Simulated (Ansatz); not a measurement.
Start from `B[SiH2][GeH3]` and change one atom or group to get `Cl[SiH2][GeH3]`.

Ansatz, PBE0-D4/def2-TZVP geometries, multiplicity 1. 

Scalar relativity is left out up to krypton.

| property | `B[SiH2][GeH3]` |
| --- | --- |
| HOMO–LUMO gap (PBE/def2-TZVPP) / eV | 3.43 |
| ideal-gas entropy at 298 K and 1 bar (rigid rotor, harmonic PBE0-D4/def2-TZVP) / J/(mol·K) | 346 |
| HOMO energy (ωB97M-V/def2-TZVPP) / eV | -9.89 |
| LUMO energy (PBE0/def2-TZVPP) / eV | -2.48 |
| HOMO–LUMO gap (PBE0/def2-TZVPP) / eV | 5.41 |
| size of the dipole moment (PBE/def2-TZVPP) / D | 0.11 |

Task: What does the change do to each property? (Estimate.)

Result: Ansatz gave: 
| property | `Cl[SiH2][GeH3]` | shift |
| --- | --- | --- |
| HOMO–LUMO gap (PBE/def2-TZVPP) / eV | 5.69 | 2.26 |
| ideal-gas entropy at 298 K and 1 bar (rigid rotor, harmonic PBE0-D4/def2-TZVP) / J/(mol·K) | 336 | -10 |
| HOMO energy (ωB97M-V/def2-TZVPP) / eV | -10.19 | -0.30 |
| LUMO energy (PBE0/def2-TZVPP) / eV | -0.44 | 2.04 |
| HOMO–LUMO gap (PBE0/def2-TZVPP) / eV | 7.71 | 2.30 |
| size of the dipole moment (PBE/def2-TZVPP) / D | 1.17 | 1.06 |

With PBE0 the HOMO falls by 0.26 eV and the LUMO rises by 2.04 eV, so the gap widens by about 2.30 eV. PBE moves the HOMO by -0.15 eV and ωB97M-V by -0.30 eV. The zero-point energy changes by -47.4 kJ/mol with -6 modes. Dipoles are sizes alone; their direction can turn.
